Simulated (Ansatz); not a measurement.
Abridged output of a molecular run in Ansatz:

```
Functional definition: HF
1612 factors; integrals over basis functions are off by at most 8.1e-4 eV
mean field evaluation 1: about -74360.7397 eV, gradient 3.7e1 eV
mean field evaluation 2: about -74360.9718 eV, gradient 3.8e1 eV
mean field evaluation 4: about -74364.4542 eV, gradient 3.8e0 eV
mean field evaluation 8: about -74364.5340 eV, gradient 1.8e-1 eV
mean field -74364.53416827 eV, -2732.8462245924 hartree, gradient 5.1e-6 eV, S^2 0.000000; 0 other end points of the search recorded, 0 dependent functions left out
20 core orbitals not correlated: weight in the atoms' cores, before any rotation towards them, 1.000 or more for the frozen orbitals, at most 0.000 for the correlated occupied ones
reference -74364.53416827 eV, -2732.8462245924 hartree; 18, 18 occupied and 237, 237 virtual orbitals, 1612 factors
second order -20.63552842 eV of doubles, -0.00000000 eV of singles
cycle   1  -21.31238930 eV  change   -6.8e-1 eV  update   1.1e-1
cycle   2  -22.01601037 eV  change   -7.0e-1 eV  update   3.5e-2
cycle   3  -22.12086485 eV  change   -1.0e-1 eV  update   1.7e-2
cycle   4  -22.10773537 eV  change    1.3e-2 eV  update   4.1e-3
cycle   5  -22.10679129 eV  change    9.4e-4 eV  update   1.7e-3
cycle   6  -22.10661992 eV  change    1.7e-4 eV  update   4.5e-4
cycle   7  -22.10629050 eV  change    3.3e-4 eV  update   1.5e-4
cycle   8  -22.10629359 eV  change   -3.1e-6 eV  update   5.0e-5
cycle   9  -22.10631497 eV  change   -2.1e-5 eV  update   2.1e-5
perturbative correction -0.77059299 eV, -0.0283187700 hartree
Total energy: -74387.41107624 eV, -2733.6869354535 hartree
```

Its atoms:

Z-matrix (Å, degrees):
```
Si
Si 1 2.338
Ge 1 2.389 2 110.7
O 1 1.658 2 107.0 3 122.2
H 1 1.495 2 109.5 3 -117.5
H 2 1.489 1 108.1 3 58.6
H 2 1.487 1 110.4 3 -60.2
H 2 1.487 1 111.6 3 178.3
H 3 1.542 1 110.8 2 173.4
H 3 1.539 1 110.4 2 -67.2
H 3 1.539 1 111.6 2 53.3
H 4 0.959 1 117.4 2 179.9
```

(1) Which basis set was used?
A. def2-TZVPP
B. def2-SVPD
C. def2-QZVPP
D. def2-SVP

(2) Write the keys of the input that set method, charge and spin (a neutral closed shell needs none for the last two).

Answers

(1) A. It gives 275 functions.

(2) 
```yaml
correlation: {method: ccsd_t}
```
